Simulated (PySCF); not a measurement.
Species: C2H4BN.
SMILES: `C#CBN`

Level of theory: PySCF 2.14.0, density-fitted response routines, TDDFT wB97X-D/def2-SVPD, vertical, gas phase, core orbitals frozen in the response. Geometry: PBE0-D3(BJ)/def2-SVP; no solvent, vibrations or thermal averaging. Torsions of this conformer, `[CH:1]#[C:2][BH:3][NH2:4]`: H–N4–B3–C2 0°, H–N4–B3–C2 180°.

Computed states:

```json
{"state": "S1", "E (eV)": "5.26", "f": "0.0002"}
{"state": "S2", "E (eV)": "5.98", "f": "0.067"}
{"state": "S3", "E (eV)": "6.68", "f": "0.0002"}
{"state": "S4", "E (eV)": "7.69", "f": "0.0097"}
{"state": "S5", "E (eV)": "7.72", "f": "0.0000"}
{"state": "S6", "E (eV)": "7.77", "f": "0.322"}
{"state": "S7", "E (eV)": "7.86", "f": "0.113"}
{"state": "S8", "E (eV)": "8.31", "f": "0.131"}
{"state": "S9", "E (eV)": "8.52", "f": "0.350"}
{"state": "S10", "E (eV)": "8.88", "f": "0.093"}
```

Each state is given a Gaussian of 0.3 eV full width at half maximum, with ε(max) = 2.175×10⁸ f / Δν̃ (Δν̃ the width in cm⁻¹). The cross-section is σ = 3.8235×10⁻²¹ ε cm², given in Mb (10⁻¹⁸ cm²). The width is an assumption, not a result. The curve ends short of the highest state used, and states not computed would add to its high-energy end.

Q: Give the broadened spectrum and its maxima.

A: 
E (eV), σ (Mb) and a bar:
```
     4.81       0.00 
     4.89       0.00 
     4.97       0.01 
     5.05       0.02 
     5.13       0.04 
     5.22       0.07 
     5.30       0.07 
     5.38       0.05 
     5.46       0.03 
     5.54       0.06 
     5.62       0.39 
     5.70       1.92 
     5.78       6.39 #
     5.86      14.33 ###
     5.94      21.66 ####
     6.02      22.08 #####
     6.10      15.18 ###
     6.18       7.03 #
     6.26       2.20 
     6.34       0.46 
     6.42       0.07 
     6.50       0.03 
     6.59       0.06 
     6.67       0.08 
     6.75       0.07 
     6.83       0.04 
     6.91       0.02 
     6.99       0.00 
     7.07       0.00 
     7.15       0.00 
     7.23       0.02 
     7.31       0.20 
     7.39       1.50 
     7.47       7.85 ##
     7.55      28.32 ######
     7.63      70.50 ###############
     7.71     121.45 #########################
     7.79     145.46 ##############################
     7.87     121.93 #########################
     7.96      66.57 ##############
     8.04      30.94 ######
     8.12      22.93 #####
     8.20      37.37 ########
     8.28      63.83 #############
```

Maxima: 236 nm (5.26 eV), ε about 19, made up of S1 (100%); 207 nm (5.98 eV), ε about 6000, made up of S2 (100%); 185 nm (6.68 eV), ε about 21, made up of S3 (100%); 159 nm (7.79 eV), ε about 38000, made up of S6 (75%) and S7 (23%) (ε in L mol⁻¹ cm⁻¹; maxima over ε = 5, shares over 10%). At its high-energy end, 8.28 eV, the curve is still rising (ε about 17000, from S8 and S9).

Q: Coming from long wavelengths, where does ε first pass 100 L mol⁻¹ cm⁻¹?

A: At about 221 nm (5.62 eV), 0.36 eV above S1.

Q: On this curve, what absorbance would a 10⁻³ mol/L sample give at 193 nm over a 1 cm path?

A: 193 nm is 6.424 eV, where ε is about 18 L mol⁻¹ cm⁻¹, so A = ε c l ≈ 0.018 (Beer–Lambert, with the gas-phase spectrum and the assumed width).

Q: What would ε be at 7.79 eV, the highest of these maxima, with half the width (0.15 eV)?

A: About 67300 L mol⁻¹ cm⁻¹ against 38000, a factor of about 1.8; a lone state at its own centre would give exactly 2.

The vertical ionisation energy (ΔSCF) is 10.22 eV, 1.35 eV above S10.
